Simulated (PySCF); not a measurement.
Geometries of 2 isomers of C4H6OSi, from PBE0-D3(BJ)/def2-SVP geometry optimisation, gas phase in PySCF. One conformer each, no zero-point energy, no frequencies.

**Question.** Which is lower in electronic energy at this level?
A.
```xyz
12
angstrom
O      3.564   -0.212    1.443
C      2.983    0.254    0.494
C      1.648   -0.114    0.088
C      0.529   -0.411   -0.291
C     -0.819   -0.724   -0.693
Si    -2.082    0.416    0.172
H      3.458    1.029   -0.156
H     -1.072   -1.768   -0.439
H     -0.943   -0.607   -1.783
H     -3.448    0.031   -0.291
H     -1.976    0.244    1.648
H     -1.802    1.833   -0.199
```
B.
```xyz
12
angstrom
Si     2.133    0.069   -0.199
C      0.273    0.010   -0.068
C     -0.575    0.011    1.011
C     -1.904   -0.053    0.495
C     -1.767   -0.090   -0.862
O     -0.471   -0.054   -1.209
H      2.585    1.281   -0.947
H      2.661   -1.139   -0.900
H      2.664    0.115    1.195
H     -0.277    0.055    2.057
H     -2.836   -0.069    1.055
H     -2.483   -0.140   -1.679
```

**Answer.** B. That is `c1ccc(o1)[SiH3]`, 38.7 kcal/mol below the other.

```
       SMILES                 atoms numbered as above      E (Eh)  relative (kcal/mol)  relative (kJ/mol)  dipole (D)
[SiH3]c1ccco1  [SiH3:1][c:2]1[cH:3][cH:4][cH:5][o:6]1  -520.08069                  0.0                0.0        1.01
O=CC#CC[SiH3]  [O:1]=[CH:2][C:3]#[C:4][CH2:5][SiH3:6]  -520.01902                 38.7              161.9        3.90
```

As drawn, the lower has an aromatic ring, which the higher lacks; the higher has a C=O bond and a C≡C bond, which the lower lacks.
